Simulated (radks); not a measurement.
Charge is removed step by step from the 2p3/2 level of neutral oxygen, starting from [He] 2s2 2p(1/2: 2, 3/2: 2). Calculated with a radial shooting solver on a logarithmic mesh with Libxc functionals: Dirac Kohn-Sham, PBE, spin-unpolarised, spherical densities, finite nucleus; Fermi nuclear charge, rms radius 2.6991 fm.

removed (e)  E - E(0) (eV)  eigenvalue (eV)  E minus straight line (eV)
0                    0.000           -9.013                       0.000
0.1                  0.969          -10.382                      -0.672
0.2                  2.078          -11.792                      -1.204
0.3                  3.329          -13.242                      -1.594
0.4                  4.727          -14.731                      -1.837
0.5                  6.276          -16.257                      -1.929
0.6                  7.980          -17.820                      -1.867
0.7                  9.842          -19.420                      -1.646
0.8                 11.865          -21.054                      -1.264
0.9                 14.054          -22.723                      -0.716
1                   16.411          -24.426                       0.000

Removing the whole electron costs 16.411 eV by Delta-SCF, against 9.013 eV from minus the eigenvalue at the starting occupation. Slater's transition state (half an electron removed) gives 16.257 eV. Integrating minus the eigenvalue over the occupation (Janak's theorem) gives 16.411 eV. The mean slope of the eigenvalue, de/dn, is 15.4 eV per electron. Ionisation energy of O in the NIST Atomic Spectra Database: 13.618 eV (measured).

Beside tabulated values, note that spin-unpolarised runs miss the spin-polarisation part of the exchange energy of open shells.
